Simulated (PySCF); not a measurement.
**EPR parameters of C6H8NO2**

Compound: C₆H₈NO₂ (doublet state).
Structure used (GFN2-xTB), in Å, numbered top down from 1:
```xyz
17
C6H8NO2 angstrom
C      3.5055    0.1368   -0.1261
C      2.1251   -0.3616   -0.3385
N      1.1889   -0.0694    0.4415
C     -0.1141   -0.5526    0.4299
O     -0.3645   -1.7500    0.5506
C     -1.0932    0.4792    0.3688
C     -2.5105    0.1131    0.2321
C     -3.0749    0.2816   -1.1697
O     -2.5283    0.7820   -2.1041
H      4.1884   -0.7092   -0.0639
H      3.8103    0.7452   -0.9766
H      3.5647    0.7231    0.7858
H      1.9667   -0.9758   -1.2326
H     -0.7810    1.5043    0.2622
H     -2.6352   -0.9397    0.5083
H     -3.1510    0.7262    0.8757
H     -4.1037   -0.1210   -1.2452
```

The hyperfine couplings belong to this conformer and change with its torsions.

As a line formula: `C/C=N/C(=O)[CH]CC=O` [radical].

The calculation used UKS B3LYP, pcH-1 on C H N O, non-relativistic, mean-field spin-orbit, GIAO in PySCF. The structure is a single GFN2-xTB conformer in the gas phase; no vibrational or solvent corrections. The geometry wasn't refined by DFT: couplings that depend on bond lengths, twists or pyramidal angles can differ widely from those at the functional's own minimum. The frame is twisted about the N3–C4 bond at this geometry (dihedral C2–N3–C4–O5 = 60°); couplings at other torsion angles weren't computed. The SCF solution wasn't tested for stability.

- g1, g2, g3: 2.00220, 2.00343, 2.00587
- g_iso: 2.00383
- Form of g: rhombic: the two nearest values differ by 34 % of g3 − g1
- ⟨S²⟩: 0.7586 (exact 0.7500)
- α and β electrons: 34, 33
- HOMO–LUMO gap, α and β orbitals: 5.48, 3.52 eV
- Basis functions: 305

Hyperfine couplings atom by atom, in mT; T1 to T3 are the principal values of the dipolar part; ρ(0) is the spin density at the nucleus (MHz turned into mT with g_iso):

```csv
atom,isotope,a_iso,T1,T2,T3,Mulliken spin population,ρ(0) (bohr⁻³)
C1,13C,0.10,-0.02,-0.01,0.03,0.00,0.0026
C2,13C,-0.04,-0.07,0.00,0.07,-0.01,-0.0010
N3,14N,0.09,-0.08,-0.06,0.14,0.04,0.0079
C4,13C,-1.44,-0.35,0.09,0.26,-0.09,-0.0360
O5,17O,-0.50,-2.35,1.16,1.19,0.21,0.0230
C6,13C,2.65,-2.41,-2.39,4.80,0.87,0.0660
C7,13C,-0.95,-0.07,0.02,0.06,-0.07,-0.0236
C8,13C,2.07,-0.19,-0.16,0.35,0.04,0.0517
O9,17O,-0.04,-0.08,0.01,0.07,0.00,0.0017
H10,1H,-0.03,-0.02,-0.02,0.04,0.00,-0.0002
H11,1H,0.00,-0.02,-0.02,0.04,0.00,0.0000
H12,1H,-0.01,-0.03,-0.03,0.06,0.00,-0.0001
H13,1H,0.36,-0.06,-0.04,0.09,0.01,0.0022
H14,1H,-1.89,-1.13,-0.06,1.19,-0.04,-0.0118
H15,1H,0.31,-0.16,-0.11,0.26,0.00,0.0019
H16,1H,2.31,-0.16,-0.12,0.28,0.03,0.0145
H17,1H,0.52,-0.09,-0.06,0.15,0.01,0.0033
```

The largest Mulliken spin populations are on C6 (+0.87), O5 (+0.21), C4 (-0.09) and C7 (-0.07). The positive populations add up to 1.21 and the negative ones to -0.21, together 2S = 1. The angles at C6 add up to 359.2°, so it is planar; its axial dipolar tensor and the negative coupling of its proton fit spin in a p orbital normal to that plane.

Under fast tumbling the dipolar parts average out, and these isotropic splittings remain: 1 × 1H (H14, I = 1/2, 2 lines) with 1.89 mT, 2 × 1H (H15/H16, I = 1/2, 3 lines) with 1.31 mT, 1 × 1H (H17, I = 1/2, 2 lines) with 0.52 mT, 1 × 1H (H13, I = 1/2, 2 lines) with 0.36 mT and 1 × 14N (N3, I = 1, 3 lines) with 0.09 mT.

Class means assume fast exchange of nuclei equivalent by connectivity; if that motion is slow, each nucleus keeps its own coupling. The 1H value of +36.7 MHz is a mean of couplings from 8.7 to 64.7 MHz in this one geometry, not an average over conformers.

The 17O coupling of O5 (-14.0 MHz) shows only in satellite lines or after enrichment, since that isotope makes up about 0.038 % of natural oxygen.

The 13C coupling of C6 (74.2 MHz) shows only in satellite lines or after enrichment, since that isotope makes up about 1.07 % of natural carbon.

Examples of negative spin density at the nucleus (bohr⁻³): C4 (-0.0360), C7 (-0.0236) and H14 (-0.0118).
